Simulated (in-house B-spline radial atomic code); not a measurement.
A fraction x of an electron is moved 4p → 5f in Ba⁵⁺, starting from [Kr] 4d10 5s2 5p3 and keeping the highest spin. Method: scalar-relativistic (X2C) LDA exchange-only, spin-polarised, spherical fractional occupations, Fermi nucleus of rms radius 4.8378 fm. Calculated with an all-electron radial atomic-structure program (B-spline basis).

```
    x  E(x) - E(0) (eV)  4p down level (eV)  5f up level (eV)
    0            0.0000            -232.804                 -
0.125           26.2769            -234.684           -23.849
 0.25           52.7145            -236.557           -24.378
0.375           79.3235            -238.420           -24.851
  0.5          106.1078            -240.271           -25.289
0.625                 ?                   ?                 ?
 0.75                 ?                   ?                 ?
0.875          187.5285            -245.750           -26.482
    1          215.0265            -247.551           -26.851
```

**Question.** What belongs in the row x = 0.625?

**Answer.** An energy change of 133.0694 eV; 4p down at -242.110 eV, 5f up at -25.704 eV.

**Question.** What belongs in the row x = 0.75?

**Answer.** An energy change of 160.2095 eV; 4p down at -243.936 eV, 5f up at -26.100 eV.

**Question.** Check Janak's theorem between x = 0.125 and 0.25.

**Answer.** The slope of the energy is 211.50 eV; the orbital levels give 211.51 eV (ε of the receiving orbital less ε of the emptying one, averaged over the two points).
